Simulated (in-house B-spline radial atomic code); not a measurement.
## RPA and G0W0 on r2SCAN0: Cr

Configuration [Ar] 3d5 4s1, highest spin, mean-field start r2SCAN0. Computed with an all-electron radial atomic-structure program (B-spline basis): all electrons, scalar-relativistic (spin-free one-electron X2C), finite nucleus, each spin shell either full or empty, empty states to l = 9 with an (l + 1/2)⁻⁴ tail; G0W0 by contour deformation at full frequency.

RPA overbinds a lone outer s electron by self-correlation, and G0W0 tends to as well.

Command:
```bash
python run_gw.py task.json out
```
Settings (radii: box in bohr, nucleus in fm):
```
Z                        24
electrons                24
configuration            [Ar] 3d5 4s1
hamiltonian              x2c
method                   r2scan0
lmax                     9
rms_radius               3.6452
spin_polarised           True
box_radius               40
intervals                73
ion_configuration        [Ar] 3d5
```

Cost of the run: 7.9 s on 1 thread of Arm Neoverse N1 (shared host).

Energies (hartree):

| term | value |
| --- | --- |
| mean-field total | -1050.75344 |
| Hartree-Fock functional on these orbitals | -1049.66340 |
| direct second order | -1.8441 |
| second-order exchange | 0.62221 |
| SOSEX correction | 0.55128 |

(1) What is the RPA correlation energy, and what remains with SOSEX?

Quasi-particle levels (eV):

| level | occupied | mean field | Σx - vxc | Σc | QP weight | G0W0 |
| --- | --- | --- | --- | --- | --- | --- |
| 4s up | yes | -5.180 | -1.25 | ? | ? | ? |
| 4s down | no | -0.658 | 1.40 | -1.15 | 0.930 | -0.409 |

G0W0 = mean field + (Σx - vxc) + Σc, with Σc (partial-wave tail included) taken at the quasi-particle energy. Only the outer levels were computed. Levels of low weight are left out.

(2) Where does G0W0 put 4s up?

(3) What does it cost to remove one electron (to [Ar] 3d5) by differences of total energies, each species on its own start (correlation terms add to the Hartree-Fock functional)?

## Answers

(1) RPA gives -1.548 hartree (-1.76 eV per electron); RPA + SOSEX gives -0.99667, and the second-order doubles -1.2219 hartree (no singles). RPA lacks exchange-type terms and so overcorrelates at short range.

(2) At -7.332 eV, with Σc = -0.90 eV and a quasi-particle weight of 0.905. The tabulated removal energy is 6.767 eV (NIST, measured); the calculation leaves out spin-orbit coupling, Breit and QED terms, and what these don't explain is the method's own error.

(3) r2SCAN0 7.071 eV, Hartree-Fock functional 5.874 eV, + RPA 7.263 eV, + RPA + SOSEX 6.509 eV, + second order 7.258 eV. Tabulated: 6.767 eV (NIST, measured); the calculation leaves out spin-orbit coupling, Breit and QED terms, and what these don't explain is the method's own error.
